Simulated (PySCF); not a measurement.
# How the method changes the constants of SeO

State: ³Σ⁻ (triplet), unpaired electrons π ↑↑. Set-up: Se def2-TZVPP, O def2-TZVPP; no relativity (PySCF 2.14). De refers to Se + O in their high-spin ground configurations, without counterpoise correction. The functionals are run spin-unrestricted. A positive dipole means Se(−)O(+). Levels whose curve was spin-contaminated or gave no clean fit are not listed.

```
       Level  Re (Å)  ωe (cm⁻¹)  De (eV)  μ (D)
        ROHF   1.585       1121     1.23  -2.86
   ROHF-CCSD   1.632        971     3.94    n/a
ROHF-CCSD(T)   1.648        924     4.31    n/a
         PBE   1.663        895     5.28  -2.02
      revPBE   1.668        886     4.95  -2.00
      r²SCAN   1.645        939     4.84  -1.99
       B3LYP   1.648        933     4.61  -2.16
        PBE0   1.633        973     4.56  -2.13
     r²SCAN0   1.624        997     4.26  -2.11
      M06-2X   1.630        998     4.19  -2.33
     ωB97X-V   1.629       1001     4.59  -2.21
```

The bond length runs from 1.585 Å (ROHF) to 1.668 Å (revPBE). De spans 1.23 eV (ROHF, mean field) to 5.28 eV (PBE, GGA). Correlation at CCSD(T) changes the Hartree–Fock bond energy by +3.08 eV; the triples alone change it by +0.37 eV.

Correlated steps freeze 10 core orbitals. Spin–orbit coupling is left out. The state is the lowest determinant that a PBE0 search found; another state may lie lower at other levels.
